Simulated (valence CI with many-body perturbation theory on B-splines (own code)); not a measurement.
Values are calculated unless marked as measured or tabulated.
**Rh³⁹⁺: magnetic and hyperfine properties of the levels**

Level of theory: configuration interaction combined with many-body perturbation theory (CI+MBPT): four valence electrons over a frozen Dirac-Fock core [He], radial functions for each j: 11 s, 11 p, 10 d, 8 f, 5 g, 2 h, with the one-electron correlation potential Σ1 (screened to all orders), the two-electron term Σ2, the three-electron term Σ3, Breit, model QED; selected single and double excitations, second order for the rest, scaled by the run's own slope (own B-spline code, finite nucleus).

No measured spectrum was set against this ion. As an estimate, large intervals hold to a few tenths of a per cent, small ones and those within an open d or f shell to about a per cent. Among the levels kept, up to 980 cm⁻¹ of a level comes from second order outside the variational space, and about a tenth of that is noise between levels of different J, which matters for small intervals.

A/g_I is the dipole constant over the nuclear g factor μ/I (μ in nuclear magnetons, uniformly magnetised nucleus), B/Q the quadrupole constant per barn. Both hold the static response of the core; the bare values leave it out. Large factors of s and p1/2 electrons are usually good to 5 to 10 %; those of open d and f shells near neutrality can be off by tens of per cent, and small factors of p3/2, d and f electrons come from cancelling terms and can be off by a factor of two or in sign, in half-filled shells by more. B is blank for J = 1/2, where it vanishes, and for nearly pure S terms. Energies count from the lowest level. Levels with J = 0 are left out.

Levels are named by their leading jj configuration (3d3/2^4 stands for four electrons in 3d with j = 3/2), which in mixed levels can hold well under half, so a name can repeat and another be missing. Letters in brackets count levels of one name in rising energy.

```csv
Level,E (eV),g,A/g_I (MHz),A/g_I bare,B/Q (MHz/b),B/Q bare
(2s^2 2p1/2 2p3/2) J=1,143.2,1.489,-44600,-35900,159000,160000
(2s^2 2p1/2 2p3/2) J=2,156.5,1.190,376000,379000,243000,244000
(2s 2p1/2^2 2p3/2) J=2,284.2,1.662,883000,880000,227000,227000
(2s^2 2p3/2^2) J=2,309.2,1.285,176000,181000,74000,74100
(2s 2p1/2^2 2p3/2) J=1,335.3,1.024,-531000,-513000,239000,239000
(2s 2p1/2 2p3/2^2) J=2 [a],421.2,1.496,677000,674000,204000,204000
(2s 2p1/2 2p3/2^2) J=3,448.7,1.320,814000,809000,-830,-851
(2s 2p1/2 2p3/2^2) J=1 [a],487.8,1.277,-20200,-9770,-241000,-242000
(2s 2p1/2 2p3/2^2) J=2 [b],497.7,1.103,22200,32300,-140000,-140000
(2s 2p1/2 2p3/2^2) J=1 [b],503.0,1.419,1220000,1210000,88900,89100
(2s 2p3/2^3) J=2,624.6,1.357,919000,910000,-294000,-295000
(2p1/2^2 2p3/2^2) J=2,655.2,1.352,153000,163000,62400,62500
(2s 2p3/2^3) J=1,669.7,1.231,-557000,-535000,-84500,-84700
(2p1/2 2p3/2^3) J=1,805.7,1.490,-59400,-44000,-157000,-157000
(2p1/2 2p3/2^3) J=2,820.2,1.122,381000,384000,-378000,-379000
(2s^2 2p1/2 3s) J=1,3340.0,1.332,972000,962000,-10900,-10900
(2s^2 2p1/2 3p1/2) J=1,3382.2,0.660,667000,662000,-2450,-2450
(2s^2 2p1/2 3p3/2) J=1,3433.2,1.523,19900,20600,45700,45800
(2s^2 2p1/2 3p3/2) J=2,3437.5,1.165,295000,295000,80000,80200
(2s 2p1/2^2 3s) J=1,3468.4,2.133,1730000,1700000,-5610,-5630
(2s^2 2p1/2 3d3/2) J=2,3475.5,0.758,281000,279000,23100,23400
(2s^2 2p1/2 3d3/2) J=1,3490.3,0.845,-112000,-112000,5880,5980
(2s^2 2p1/2 3d5/2) J=2,3493.5,1.363,52400,53800,143000,144000
(2s^2 2p1/2 3d5/2) J=3,3498.7,1.110,181000,179000,5900,6150
(2s^2 2p3/2 3s) J=2,3501.9,1.400,156000,157000,191000,192000
(2s^2 2p3/2 3s) J=1,3503.2,1.148,20400,29300,169000,170000
(2s 2p1/2^2 3p1/2) J=1,3514.4,1.481,1470000,1460000,-4260,-4260
(2s^2 2p3/2 3p1/2) J=1,3551.3,1.434,152000,159000,158000,158000
(2s^2 2p3/2 3p1/2) J=2,3554.0,1.194,210000,214000,294000,295000
(2s 2p1/2^2 3p3/2) J=2,3564.1,1.575,763000,755000,81900,82000
(2s 2p1/2^2 3p3/2) J=1,3568.6,1.064,-652000,-641000,41800,41900
```

(1) Take the isotope of mass number 103, with I = 1/2, μ = -0.08829 μN. What is the hyperfine structure of (2s 2p1/2^2 2p3/2) J=1?

## Answers

(1) From the table A = 93800 MHz. Shifts from the centre of gravity in MHz: F = 1/2: -93800, F = 3/2: 46900.
